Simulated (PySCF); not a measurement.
# Dipole response of O³⁺ (oxygen, charge +3)

[He] 2s2 2p1, 2P determinant. Calculation: PySCF 2.14, in aug-cc-pCVTZ-DK (7s6p4d2f, 59 functions); the spin-free X2C one-electron Hamiltonian (Gaussian nucleus). Coupled (time-dependent) response in atomic units; α is the mean over directions.

```
method  mean α (bohr³)         α xx, yy, zz  C₆ (like pair)  S(−4)
   UHF           1.409  1.488, 1.252, 1.488           1.320  2.939
   PBE           1.343  1.425, 1.178, 1.425           1.253  2.337
  PBE0           1.353  1.436, 1.186, 1.436           1.264  2.402
revPBE           1.348  1.430, 1.183, 1.430           1.264  2.334
  BP86           1.343  1.426, 1.177, 1.426           1.254  2.329
```

S(−4) is the Cauchy moment in α(ω) = α(0) + S(−4) ω² + …

α(iu) at PBE:

| u (hartree) | α(iu) (bohr³) |
| --- | --- |
| 0 | 1.343 |
| 0.0500 | 1.337 |
| 0.100 | 1.320 |
| 0.200 | 1.257 |
| 0.300 | 1.170 |
| 0.500 | 0.9716 |
| 0.750 | 0.7572 |
| 1.00 | 0.6012 |
| 1.50 | 0.4085 |
| 2.00 | 0.2985 |
| 3.00 | 0.1805 |
| 5.00 | 0.08643 |

A single London oscillator, α(iu) = α/(1 + u²/ω²), gives C₆ = (3/4) ω α². Matching the computed C₆ needs ω = 4 × 1.253 / (3 × 1.343²) = 0.926 hartree.

For an ion, C₆ is the dispersion term alone; charge-induced terms of lower order in 1/R come first.

The components differ because the open shell of this determinant is not spherical; for a pure term their mean is the scalar polarisability.
